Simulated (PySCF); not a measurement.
**Spinor energies of Ne⁺ (neon, charge +1)**

Start: [He] 2s1 2p5 3d1; 2s1/2 filled at m_j = +1/2; 2p1/2 filled at m_j = -1/2, +1/2; 2p3/2 filled at m_j = -1/2, +1/2, +3/2; 3d5/2 filled at m_j = +5/2. Calculated with PySCF 2.14 in x2c-TZVPall-2c with one added diffuse shell each of s, p, d type (6s4p3d1f, 40 functions): generalised Hartree-Fock with the X2C-1e Hamiltonian and a Gaussian nucleus; one run each with spin-orbit coupling (SO) switched off, then screened by Boettger's factors. This is a chosen level, not necessarily the ground level.

```
spinor shell  electrons  ε, spin-free (eV)  ε, screened SO (eV)  weight of nominal j (screened SO)  rms radius, screened SO (bohr)
       1s1/2          2            -930.48              -930.47                              1.000                           0.183
       2s1/2          1            -87.163              -87.157                              1.000                           0.896
       2p3/2          3            -53.836              -54.424                              0.777                           0.928
       2p1/2          2            -53.836              -52.963                              0.666                           0.923
       3d5/2          1              1.124                1.123                              1.000                            2.38
```

```
   quantity   spin-free  screened SO
E (hartree)  -125.48898   -125.49046
        M_J         9/2          9/2
       ⟨J²⟩      24.753       24.753
       ⟨L²⟩      12.001       12.001
       ⟨S²⟩       3.752        3.752
```

At GHF the highest occupied level has a positive energy, so only the finite basis holds that electron; for this excited configuration the basis is too tight for the outer shell.

Each row is a mean over spinors that exchange with the open shell spreads, by up to 10.298 eV (2p1/2).

Rows whose weight is well below 1 are mixtures of j = l ± 1/2: exchange outweighs spin-orbit coupling there, and the label is only the starting occupation.

Without spin-orbit coupling the j labels of p, d and f shells carry no meaning; the spin-free column gives the mean over the occupied spinors of each nl shell.
